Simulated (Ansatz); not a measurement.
Sn3O3⁻. The state is a doublet with charge -1. Geometry B3LYP-D4/def2-SVPD; atoms count from 1.

Cartesian coordinates in Å:
```
Sn -0.428 -0.603 2.171
Sn -1.754 0.151 -0.443
Sn 1.694 0.510 0.365
O -0.195 -0.356 -1.764
O -0.294 1.168 0.742
O 0.977 -0.871 -1.070
```

In the def2 sets Sn takes a core potential; there is no spin–orbit coupling. The structure holds 1 bond(s) between oxygen atoms. Another isomer (doublet) lies 3.79 eV lower at PBE0-D4/def2-TZVPD; other spin states weren't run for this one.

Problem. Estimate the Mulliken populations from the PBE0/def2-TZVPD orbitals of Ansatz.

Solution. 
| atom | charge (e) | spin (α − β) |
| --- | --- | --- |
| Sn1 | -0.10 | 0.71 |
| Sn2 | 0.54 | 0.16 |
| Sn3 | 0.50 | 0.15 |
| O4 | -0.53 | 0.00 |
| O5 | -0.95 | 0.00 |
| O6 | -0.47 | -0.01 |
Mulliken values and Mayer orders depend strongly on the basis. With diffuse functions, as here, like atoms can get unlike values, and bond orders can come out too low or too high.

Problem. Where does the spin sit?

Solution. Summed by element: Sn 1.01, O -0.01, of 1 unpaired in all. Largest on single atoms: Sn1 0.71, Sn2 0.16, Sn3 0.15.

Problem. And the Mayer bond orders between bonded heavy atoms (over 0.3)?

Solution. Sn1–Sn2 0.83 (3.03 Å); Sn1–Sn3 0.85 (3.00 Å); Sn1–O5 0.30 (2.28 Å); Sn2–O4 0.61 (2.10 Å); Sn2–O5 0.31 (2.14 Å); Sn3–O5 0.34 (2.13 Å); Sn3–O6 0.60 (2.12 Å); O4–O6 0.75 (1.46 Å).
